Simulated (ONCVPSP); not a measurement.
**Logarithmic derivatives: Si (Z = 14), ONCV**

| Property | Result |
| --- | --- |
| Element | silicon |
| Generator | ONCVPSP 4.0.1 |
| Type | optimised norm-conserving Vanderbilt (ONCV) |
| Functional | PBE |
| Relativity | non-relativistic |
| Frozen core | [Ne] |
| Valence charge | 4 |
| Reference configuration | 3s1 3p3 |
| Partial waves | 3s: rc 1.55 bohr, ncon 4, nbas 7, qcut 3.4 1/bohr, local; 3p: rc 1.85 bohr, ncon 4, nbas 7, qcut 4.4 1/bohr, 1 projector |
| Local potential | the s channel |
| Core correction | none |

The phase is arctan(r·R′/R) of the radial function R(r), unwrapped; energies in Ha, scanned from -2 to 5 Ha. A pole is an energy at which the radial function vanishes at the test radius. The pseudo phase is shifted by a multiple of π to meet the all-electron one at the reference energy, and phase errors are pseudo minus all-electron; the curves can meet again beyond the range given. Levels narrower than the energy grid can be missing from the lists of poles.

| channel | radius (bohr) | reference energy (Ha) | poles, all-electron | poles, pseudo | unbroken range about the reference energy with phases within 0.05 rad | phase error 1 Ha above the reference energy (rad) |
| --- | --- | --- | --- | --- | --- | --- |
| s | 1.58 | -0.42 | 2.98 | 2.40 | below 2.4 | -0.013 |
| p | 1.88 | -0.17 | 1.84 | 1.60 | below 1.9 | -0.015 |

Phases in the s channel:

| E (Ha) | all-electron | pseudo |
| --- | --- | --- |
| -1.98 | 0.917 | 0.897 |
| -1.62 | 0.757 | 0.738 |
| -1.26 | 0.503 | 0.488 |
| -0.90 | 0.112 | 0.104 |
| -0.54 | -0.366 | -0.366 |
| -0.18 | -0.762 | -0.763 |
| 0.18 | -1.020 | -1.027 |
| 0.54 | -1.184 | -1.196 |
| 0.90 | -1.293 | -1.310 |
| 1.26 | -1.370 | -1.394 |
| 1.62 | -1.429 | -1.458 |
| 1.98 | -1.475 | -1.513 |
| 2.34 | -1.513 | -1.562 |
| 2.70 | -1.547 | -1.611 |
| 3.06 | -1.577 | -1.663 |
| 3.42 | -1.606 | -1.727 |
| 3.78 | -1.635 | -1.815 |
| 4.14 | -1.664 | -1.965 |
| 4.50 | -1.696 | -2.293 |
| 4.86 | -1.733 | -3.127 |
